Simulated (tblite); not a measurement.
Parent: `[CH2:1]=[C:2]([CH3:3])[Si@@H:4]([Cl:5])[CH2:6][CH2:7][CH3:8]` with C1–C2–Si4–Cl5 123°, C2–Si4–C6–C7 56°, Si4–C6–C7–C8 -178°, C6H13ClSi.

Structures optimised with GFN2-xTB, isolated species. One conformer each, not checked by frequencies here.

```csv
coordinate of the parent,value
C1=C2,1.327 Å
C2–C3,1.500 Å
C2–Si4,1.895 Å
Si4–Cl5,2.033 Å
Si4–C6,1.905 Å
C6–C7,1.528 Å
C7–C8,1.524 Å
C1–C2–C3,121.2°
C1–C2–Si4,122.0°
C3–C2–Si4,116.8°
C2–Si4–Cl5,108.9°
C2–Si4–C6,109.9°
Cl5–Si4–C6,108.1°
Si4–C6–C7,113.1°
C6–C7–C8,111.8°
```

Task: How does the shared frame change in `[CH2:1]=[C:2]([CH3:3])[Si@@H:4]([Cl:5])[S:6][CH2:7][CH2:8][CH3:9]` with C1–C2–Si4–Cl5 -125°, C2–Si4–S6–C7 161°, Si4–S6–C7–C8 67°, S6–C7–C8–C9 60°, C6H13ClSSi? Atoms pair as C1 = C1, C2 = C2, C3 = C3, Si4 = Si4, Cl5 = Cl5 (parent first).

Result: 
```tsv
parent	relative	value in the relative	change
C1=C2	C1=C2	1.327 Å	0.000
C2–C3	C2–C3	1.498 Å	-0.002
C2–Si4	C2–Si4	1.883 Å	-0.012
Si4–Cl5	Si4–Cl5	2.032 Å	-0.001
C1–C2–C3	C1–C2–C3	121.8°	+0.6
C1–C2–Si4	C1–C2–Si4	122.6°	+0.6
C3–C2–Si4	C3–C2–Si4	115.6°	-1.2
C2–Si4–Cl5	C2–Si4–Cl5	108.5°	-0.4
```

Of the parent's bonds, C2–Si4 changes most (-0.012 Å). Bonds of the relative outside the shared frame: Si4–S6 2.148, S6–C7 1.831, C7–C8 1.520, C8–C9 1.522 Å. Point group C1 → C1.

Task: How does the shared frame change in `[CH2:1]=[C:2]([CH3:3])[Si@@H:4]([Cl:5])[CH2:6][CH2:7][SiH2:8][CH3:9]` with C1–C2–Si4–Cl5 -114°, C2–Si4–C6–C7 180°, Si4–C6–C7–Si8 -178°, C6–C7–Si8–C9 -61°, C6H15ClSi2? Atoms pair as C1 = C1, C2 = C2, C3 = C3, Si4 = Si4, Cl5 = Cl5, C6 = C6, C7 = C7 (parent first).

Result: 
```
    parent    relative  value in the relative  change
     C1=C2       C1=C2                1.327 Å   0.000
     C2–C3       C2–C3                1.499 Å  -0.001
    C2–Si4      C2–Si4                1.893 Å  -0.002
   Si4–Cl5     Si4–Cl5                2.034 Å  +0.001
    Si4–C6      Si4–C6                1.902 Å  -0.003
     C6–C7       C6–C7                1.531 Å  +0.003
  C1–C2–C3    C1–C2–C3                 121.1°    -0.1
 C1–C2–Si4   C1–C2–Si4                 122.9°    +0.9
 C3–C2–Si4   C3–C2–Si4                 116.0°    -0.8
C2–Si4–Cl5  C2–Si4–Cl5                 108.0°    -0.9
 C2–Si4–C6   C2–Si4–C6                 112.8°    +2.9
Cl5–Si4–C6  Cl5–Si4–C6                 108.7°    +0.6
 Si4–C6–C7   Si4–C6–C7                 112.4°    -0.7
```

No shared bond changes by more than 0.004 Å. Bonds of the relative outside the shared frame: C7–Si8 1.906, Si8–C9 1.899 Å. Point group C1 → C1.

These are computed values.
